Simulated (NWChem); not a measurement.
Species: GeH$_{2}$, singlet; SMILES [GeH2]

```xyz
3

Ge     0.0000     0.0000     0.0363
H      0.0000    -1.1364    -1.0862
H      0.0000     1.1364    -1.0862
```
Atoms are numbered in this order, from 1.

All runs: NWChem. Geometry optimised at PBE0/def2-SVP; all other runs use it. Pople sets run with spherical d functions. Low-valent species are run as closed-shell singlets; no triplet was tried in these runs. Vzz has the sign of the potential's second derivative.

```json
[
 {"quantity": "anisotropy (bohr³), static", "level": "PBE0/aug-cc-pVDZ", "value": "12.2"},
 {"quantity": "vertical, lowest excitation, singlet (eV)", "level": "PBE/def2-SVPD, full TDDFT", "value": "2.39"},
 {"quantity": "−ε(HOMO) (eV)", "level": "Hartree-Fock/def2-TZVP", "value": "9.20"},
 {"quantity": "Vzz Ge1 (a.u.)", "level": "B3LYP/6-31G*", "value": "4.691"},
 {"quantity": "dipole (D)", "level": "PBE0/def2-SVP", "value": "0.01"},
 {"quantity": "highest harmonic frequency (cm⁻¹)", "level": "PBE0/def2-SVP", "value": "1942"}
]
```
